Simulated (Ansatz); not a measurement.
# One reagent, a row of partners

Four-centre ligand exchange: SnH₄ meets different reagents, and the same bond of it breaks. Each row is one chosen step, not always the lowest open to these reactants.

Gas-phase electronic energies, without zero-point energy, by CCSD(T) at an estimated basis limit (MP2 extrapolated from triple and quadruple zeta, plus CCSD(T) − MP2 in triple zeta); Ansatz 0.2.0, def2-TZVPP and QZVPP, frozen cores, core potentials past krypton, on PBE0-D4/def2-TZVP structures. Extrapolation: Hartree–Fock as exp(−7.88 √X), correlation as X^−2.97. All energies, in eV, count from the separated reactants, without counterpoise correction; the start and end structures are the complexes reached by relaxing down from the saddle, and deeper ones may exist. Brackets give SMILES, or, where every atom is bracketed, only which atoms are joined. Steps whose reference was doubtful or whose search ended elsewhere are left out.

| reactants | products | broken | formed | start structure | saddle | end structure | saddle by PBE-D4/TZ |
| --- | --- | --- | --- | --- | --- | --- | --- |
| SnH₄ + HCl | SnH₃Cl ([Cl][SnH3]) + H₂ | Cl–H, H–Sn | Cl–Sn, H–H | -0.056 | 1.229 | -0.800 | 0.936 |
| SnH₄ + H₂O | SnH₄O ([OH][SnH3]) + H₂ | H–O, H–Sn | H–H, O–Sn | -0.098 | 1.602 | 0.003 | 1.270 |
| SnH₄ + NH₃ | SnNH₅ ([NH2][SnH3]) + H₂ | H–N, H–Sn | H–H, N–Sn | -0.135 | ? | 0.253 | 1.548 |

Question: What is the height of the saddle for SnH₄ + NH₃? (An estimate is asked for; the value comes from the calculation.)

Answer: By the calculation: 1.866 eV relative to the separated reactants, the highest of the series; above its start structure the barrier is 1.866 − (-0.135) ≈ 2.001 eV.

Question: How do the PBE-D4 saddles lie against the coupled-cluster estimate?

Answer: All lower, by 0.293 to 0.333 eV.

No T1 diagnostic of these runs exceeds 0.015. The filled d shells of Sn are correlated in sets not built for that, so values that involve them are less sure.

For scale, one of the runs: CCSD(T)/def2-TZVPP, 179 basis functions, launched by `ansatz run in.yaml --threads 2 --pin off --events-out ev --progress --plain --max-ram 4352MiB`. Hardware: 2 CPU threads, shared host. Wall time 24 s; peak host memory 1.9 GiB.
